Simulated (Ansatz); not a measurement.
Ansatz (a program for electronic structure) input file for C₂H₁₀Si₄, SMILES [SiH2]([SiH3])[Si@@H]1C=C[SiH2]1, PBE-D3(BJ)/def2-SVP. 

Ansatz 0.2 input:
```yaml
crystal:
  periodic: [false, false, false]
  atoms:
    - {symbol: Si, position_ang: [3.10289743, -0.25329671, 0.01200858]}
    - {symbol: Si, position_ang: [1.18904039, 0.40358361, 1.21130927]}
    - {symbol: Si, position_ang: [-0.56553846, 0.79032346, -0.29975776]}
    - {symbol: C, position_ang: [-2.30534410, 0.83559951, 0.46422131]}
    - {symbol: C, position_ang: [-2.92470700, -0.28478017, 0.01218031]}
    - {symbol: Si, position_ang: [-1.67090895, -1.10632085, -1.14870923]}
    - {symbol: H, position_ang: [3.50350645, 0.83199055, -0.93259042]}
    - {symbol: H, position_ang: [2.79247064, -1.47909358, -0.78292604]}
    - {symbol: H, position_ang: [4.25147758, -0.54741532, 0.91946147]}
    - {symbol: H, position_ang: [1.49753147, 1.61944192, 2.02678471]}
    - {symbol: H, position_ang: [0.78369059, -0.69462549, 2.14127988]}
    - {symbol: H, position_ang: [-0.21759994, 1.93128584, -1.20233790]}
    - {symbol: H, position_ang: [-2.77294865, 1.54872967, 1.15648531]}
    - {symbol: H, position_ang: [-3.94277976, -0.57132881, 0.30887238]}
    - {symbol: H, position_ang: [-2.07409698, -1.14913660, -2.58618032]}
    - {symbol: H, position_ang: [-1.21781043, -2.47481750, -0.75517079]}
basis:
  gaussian:
    orbitals: def2-SVP
hamiltonian:
  xc: pbe
  dispersion: d3bj
relax: {f_tol: 0.002, max_steps: 200}
```

Log of the run:

```
WARN ansatz: RAYON_NUM_THREADS=2 ignored (pool sized by the plan → 2); use --threads N
Functional definition: PBE
integrals: 0.11 GiB planned
1680 factors; their error is unknown
mean field: 0.55 GiB planned
mean field evaluation 1: about -33707.0282 eV, gradient 5.2e1 eV
mean field evaluation 2: about -33679.9798 eV, gradient 1.1e2 eV
mean field evaluation 4: about -33715.1217 eV, gradient 5.6e0 eV
mean field evaluation 8: about -33715.2494 eV, gradient 2.6e-1 eV
mean field evaluation 16: about -33715.0992 eV, gradient 2.4e-3 eV
mean field -33715.09916672 eV, -1239.0070414618 hartree, gradient 1.1e-5 eV, S^2 0.000000; 0 other end points of the search recorded, 0 dependent functions left out
the calculation of the forces begins
reference -33715.09921492 eV, -1239.0070432332 hartree; 39, 39 occupied and 111, 111 virtual orbitals, 1680 factors
relax step   1: F+E_penalty+E_count = -33715.57117225 eV  Δ(F+E_penalty+E_count) = +0.000e0 eV  max|allowed force component| = 2.605e-1 eV/Å  Δτ_max = 0.0000 Å  (31 SCF iters, accepted)
these checks for a lower state are left out or cut short: starts, cluster_reference, orbital_swaps, neighbouring_geometries, increment
integrals: 0.11 GiB planned
1680 factors; their error is unknown
mean field: 0.55 GiB planned
mean field -33715.11566479 eV, -1239.0076477549 hartree, gradient 1.3e-5 eV, S^2 0.000000; 0 other end points of the search recorded, 0 dependent functions left out
the calculation of the forces begins
reference -33715.11571311 eV, -1239.0076495307 hartree; 39, 39 occupied and 111, 111 virtual orbitals, 1680 factors
relax step   2: F+E_penalty+E_count = -33715.58677730 eV  Δ(F+E_penalty+E_count) = -1.561e-2 eV  max|allowed force component| = 7.783e-2 eV/Å  Δτ_max = 0.0130 Å  (32 SCF iters, accepted)
these checks for a lower state are left out or cut short: starts, cluster_reference, orbital_swaps, neighbouring_geometries, increment
integrals: 0.11 GiB planned
1680 factors; their error is unknown
mean field: 0.55 GiB planned
mean field evaluation 32: about -33715.1174 eV, gradient 1.1e-4 eV
mean field -33715.11735592 eV, -1239.0077099026 hartree, gradient 1.3e-5 eV, S^2 0.000000; 0 other end points of the search recorded, 0 dependent functions left out
the calculation of the forces begins
reference -33715.11740433 eV, -1239.0077116817 hartree; 39, 39 occupied and 111, 111 virtual orbitals, 1680 factors
relax step   3: F+E_penalty+E_count = -33715.58781817 eV  Δ(F+E_penalty+E_count) = -1.041e-3 eV  max|allowed force component| = 2.833e-2 eV/Å  Δτ_max = 0.0139 Å  (32 SCF iters, accepted)
these checks for a lower state are left out or cut short: starts, cluster_reference, orbital_swaps, neighbouring_geometries, increment
integrals: 0.11 GiB planned
1680 factors; their error is unknown
mean field: 0.55 GiB planned
mean field -33715.11725115 eV, -1239.0077060524 hartree, gradient 9.7e-6 eV, S^2 0.000000; 0 other end points of the search recorded, 0 dependent functions left out
the calculation of the forces begins
reference -33715.11729954 eV, -1239.0077078308 hartree; 39, 39 occupied and 111, 111 virtual orbitals, 1680 factors
relax step   4: F+E_penalty+E_count = -33715.58803085 eV  Δ(F+E_penalty+E_count) = -2.127e-4 eV  max|allowed force component| = 6.411e-3 eV/Å  Δτ_max = 0.0065 Å  (24 SCF iters, accepted)
these checks for a lower state are left out or cut short: starts, cluster_reference, orbital_swaps, neighbouring_geometries, increment
integrals: 0.11 GiB planned
1680 factors; their error is unknown
mean field: 0.55 GiB planned
mean field -33715.11721855 eV, -1239.0077048545 hartree, gradient 1.7e-5 eV, S^2 0.000000; 0 other end points of the search recorded, 0 dependent functions left out
the calculation of the forces begins
reference -33715.11726693 eV, -1239.0077066326 hartree; 39, 39 occupied and 111, 111 virtual orbitals, 1680 factors
relax step   5: F+E_penalty+E_count = -33715.58805247 eV  Δ(F+E_penalty+E_count) = -2.162e-5 eV  max|allowed force component| = 2.130e-3 eV/Å  Δτ_max = 0.0032 Å  (22 SCF iters, accepted)
these checks for a lower state are left out or cut short: starts, cluster_reference, orbital_swaps, neighbouring_geometries, increment
integrals: 0.11 GiB planned
1680 factors; their error is unknown
mean field: 0.55 GiB planned
mean field -33715.11718385 eV, -1239.0077035792 hartree, gradient 1.6e-5 eV, S^2 0.000000; 0 other end points of the search recorded, 0 dependent functions left out
the calculation of the forces begins
reference -33715.11723223 eV, -1239.0077053573 hartree; 39, 39 occupied and 111, 111 virtual orbitals, 1680 factors
relax step   6: F+E_penalty+E_count = -33715.58805507 eV  Δ(F+E_penalty+E_count) = -2.601e-6 eV  max|allowed force component| = 1.002e-3 eV/Å  Δτ_max = 0.0020 Å  (22 SCF iters, accepted)
these checks for a lower state are left out or cut short: starts, cluster_reference, orbital_swaps, neighbouring_geometries, increment
integrals: 0.11 GiB planned
1680 factors; their error is unknown
mean field: 0.55 GiB planned
mean field -33715.11714176 eV, -1239.0077020327 hartree, gradient 1.7e-5 eV, S^2 0.000000; 0 other end points of the search recorded, 0 dependent functions left out
the calculation of the forces begins
reference -33715.11719015 eV, -1239.0077038106 hartree; 39, 39 occupied and 111, 111 virtual orbitals, 1680 factors
relax step   7: F+E_penalty+E_count = -33715.58805611 eV  Δ(F+E_penalty+E_count) = -1.041e-6 eV  max|allowed force component| = 1.087e-3 eV/Å  Δτ_max = 0.0023 Å  (21 SCF iters, accepted)
these checks for a lower state are left out or cut short: starts, cluster_reference, orbital_swaps, neighbouring_geometries, increment
integrals: 0.11 GiB planned
1680 factors; their error is unknown
mean field: 0.55 GiB planned
mean field evaluation 64: about -33715.1171 eV, gradient 1.2e-5 eV
mean field -33715.11711112 eV, -1239.0077009067 hartree, gradient 1.2e-5 eV, S^2 0.000000; 0 other end points of the search recorded, 0 dependent functions left out
the calculation of the forces begins
reference -33715.11715950 eV, -1239.0077026845 hartree; 39, 39 occupied and 111, 111 virtual orbitals, 1680 factors
relax step   8: F+E_penalty+E_count = -33715.58805659 eV  Δ(F+E_penalty+E_count) = -4.776e-7 eV  max|allowed force component| = 1.054e-3 eV/Å  Δτ_max = 0.0020 Å  (22 SCF iters, accepted)
integrals: 0.11 GiB planned
1680 factors; their error is unknown
mean field: 0.55 GiB planned
mean field -33715.11711112 eV, -1239.0077009067 hartree, gradient 1.2e-5 eV, S^2 0.000000; 1 other end points of the search recorded, 0 dependent functions left out
the calculation of the forces begins
reference -33715.11715950 eV, -1239.0077026845 hartree; 39, 39 occupied and 111, 111 virtual orbitals, 1680 factors
Total energy: -33715.58810496 eV, -1239.0250096110 hartree
Atom 0 at     3.100713    -0.252792     0.009718 Å, force     0.000384    -0.000757     0.000074 eV/Å
Atom 1 at     1.188668     0.403348     1.214505 Å, force    -0.000646     0.000424     0.000311 eV/Å
Atom 2 at    -0.565362     0.795199    -0.300435 Å, force    -0.000703    -0.000433     0.000305 eV/Å
Atom 3 at    -2.310644     0.843712     0.463564 Å, force    -0.000072     0.001054     0.000271 eV/Å
Atom 4 at    -2.929232    -0.288743     0.015261 Å, force     0.000023    -0.000172     0.000136 eV/Å
Atom 5 at    -1.667805    -1.109878    -1.145274 Å, force    -0.000480    -0.000002    -0.000390 eV/Å
Atom 6 at     3.508092     0.844221    -0.938362 Å, force    -0.000159     0.000241     0.000225 eV/Å
Atom 7 at     2.785574    -1.485201    -0.796850 Å, force     0.000122     0.000035    -0.000172 eV/Å
Atom 8 at     4.259589    -0.556083     0.922282 Å, force    -0.000077    -0.000063    -0.000195 eV/Å
Atom 9 at     1.503322     1.625986     2.041467 Å, force    -0.000081     0.000307    -0.000066 eV/Å
Atom 10 at     0.778219    -0.706190     2.149832 Å, force     0.000505    -0.000199     0.000074 eV/Å
Atom 11 at    -0.208056     1.942978    -1.213672 Å, force     0.000072     0.000045    -0.000104 eV/Å
Atom 12 at    -2.781099     1.567853     1.155811 Å, force     0.000573    -0.000136    -0.000249 eV/Å
Atom 13 at    -3.953754    -0.582595     0.313760 Å, force     0.000570    -0.000485    -0.000446 eV/Å
Atom 14 at    -2.072654    -1.151568    -2.596429 Å, force    -0.000013     0.000010     0.000045 eV/Å
Atom 15 at    -1.206690    -2.490108    -0.750247 Å, force    -0.000021     0.000131     0.000183 eV/Å
Dipole moment:    -0.129908     0.031642     0.055128 e Å
```

Self-consistency was reached.
